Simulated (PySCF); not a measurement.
PySCF job for FH4N2NbS, SMILES [NH2][Nb]([NH2])([F])=[S], multiplicity 1, C-PCM-PBE0/def2-SVP. Coordinates come from a B3LYP-D3(BJ)/def2-SVP optimisation. The multiplicity is an assumed one; other spin states were not compared. The def2 effective core potentials stand for the cores of Nb; spin–orbit coupling is left out. The values are those of a single conformer.

```python
import numpy as np
from pyscf import gto, scf, dft
from pyscf.solvent import pcm

mol = gto.M(
    atom='''
    Nb   -0.18967548    0.03089747   -0.00000000
    S     1.96776785    0.02790540    0.00000000
    F    -0.95998955    1.75592801   -0.00000002
    N    -0.79432623   -0.90637743   -1.61991290
    H    -1.77330204   -1.10823598   -1.82627378
    H    -0.20025685   -1.30543960   -2.34433594
    N    -0.79432623   -0.90637739    1.61991293
    H    -0.20025685   -1.30543955    2.34433597
    H    -1.77330204   -1.10823593    1.82627380
    ''',
    basis='def2-SVP',
    ecp={'Nb': 'def2-svp'},
    charge=0,
    spin=0,
    max_memory=1600,
    verbose=3,
)
mf = dft.RKS(mol, xc='pbe0').density_fit(auxbasis='def2-universal-jkfit')
mf.grids.level = 3
mf.conv_tol = 1e-9
mf.max_cycle = 100
mf.kernel()
res = {}
for name, eps in {'water': 78.355, 'N,N-dimethylformamide': 37.219, 'cyclohexanone': 15.619}.items():
    s = mf.PCM()
    s.with_solvent.method, s.with_solvent.eps, s.with_solvent.lebedev_order = 'C-PCM', eps, 29
    s.kernel(mf.make_rdm1())
    res[name] = (s.e_tot, eps, s.dip_moment(), s.mo_energy, s.converged)
    print(f'{name}: electrostatic solvation free energy {(s.e_tot - mf.e_tot) * 627.509474:.3f} kcal/mol')
```

Log of the run:

```
converged SCF energy = -666.460116455299

WARN: PCM is an experimental feature. It is still in testing.
Features and APIs may be changed in the future.

converged SCF energy = -666.476796045431
Dipole moment(X, Y, Z, Debye): -4.82032, -3.96556, -0.00000
water: electrostatic solvation free energy -10.467 kcal/mol

WARN: PCM is an experimental feature. It is still in testing.
Features and APIs may be changed in the future.

converged SCF energy = -666.476505424473
Dipole moment(X, Y, Z, Debye): -4.78796, -3.94902, -0.00000
N,N-dimethylformamide: electrostatic solvation free energy -10.284 kcal/mol

WARN: PCM is an experimental feature. It is still in testing.
Features and APIs may be changed in the future.

converged SCF energy = -666.475749650982
Dipole moment(X, Y, Z, Debye): -4.70466, -3.90630, -0.00000
cyclohexanone: electrostatic solvation free energy -9.810 kcal/mol
```

The run converged.
